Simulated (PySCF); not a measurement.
Compound: C4H8F2O2.
Atom-mapped SMILES: `[CH3:1][O:2][CH2:3][C@H:4]([F:5])[O:6][CH2:7][F:8]` (hydrogens: H9, H10, H11 on C1; H12, H13 on C3; H14 on C4; H15, H16 on C7)

Cartesian coordinates in Å at the GFN2-xTB level; atoms count from 1:
```
atom  x, y, z in Å
C1    -2.6053   -0.0324    0.6022
O2    -1.7619   -1.0442    0.0908
C3    -0.6610   -0.5747   -0.6292
C4     0.4352    0.0364    0.2552
F5     0.1534    1.3680    0.5153
O6     1.6447   -0.0286   -0.4211
C7     2.7533    0.3311    0.3182
F8     3.0303   -0.6189    1.2674
H9    -3.4509   -0.5466    1.0534
H10   -2.9603    0.6241   -0.1996
H11   -2.1040    0.5757    1.3605
H12   -0.2265   -1.4409   -1.1321
H13   -0.9550    0.1726   -1.3796
H14    0.4743   -0.4609    1.2371
H15    3.6036    0.3664   -0.3693
H16    2.6223    1.2817    0.8555
```

The calculation used TDDFT CAM-B3LYP/def2-SVPD, vertical, gas phase, core orbitals frozen in the response in PySCF.

Ground-to-excited transition dipoles (e·a0, same axes as the geometry; the sign carries no meaning), for the states with f of 0.002 or more among the lowest 7:

```csv
state,E (hartree),μx,μy,μz
S1,0.2795,-0.066,0.019,-0.167
S2,0.3024,0.042,0.167,0.055
S3,0.3109,0.258,-0.276,0.419
S4,0.3184,-0.178,-0.043,0.213
S5,0.3319,0.125,-0.081,0.037
S6,0.3328,0.023,0.121,-0.041
S7,0.3359,-0.096,0.023,-0.187
```

Problem. Work out the oscillator strengths.

Solution. f = (2/3) ΔE |μ|² with ΔE in hartree (27.2114 eV).

```tsv
state	|μ|² (au)	|μ| (D)	f
S1	0.033	0.46	0.006
S2	0.033	0.46	0.007
S3	0.319	1.43	0.066
S4	0.079	0.71	0.017
S5	0.024	0.39	0.005
S6	0.017	0.33	0.004
S7	0.045	0.54	0.010
```

Problem. Which bond between heavy atoms lies closest to the direction of the S3 transition dipole?

Solution. C7–F8, at 19° from it; next O6–C7 at 50°.

Problem. What angle do the transition dipoles of S4 and S7 make?

Solution. |cos θ| = |μa·μb| / (|μa| |μb|) = 0.40, so θ ≈ 66° (taken between 0 and 90°, since the signs are arbitrary).

Problem. What peak molar absorption coefficient would the strongest computed level give as a lone Gaussian band 0.4 eV wide at half height?

Solution. ε(max) = 2.175×10⁸ f / FWHM, with the width in cm⁻¹. S3: 2.175×10⁸ × 0.0660 / 3226 ≈ 4500 L mol⁻¹ cm⁻¹.

One conformer stands for the species.

Without π bonds the low states may be Rydberg-like; a valence basis with one diffuse set may place them up to an eV too high.
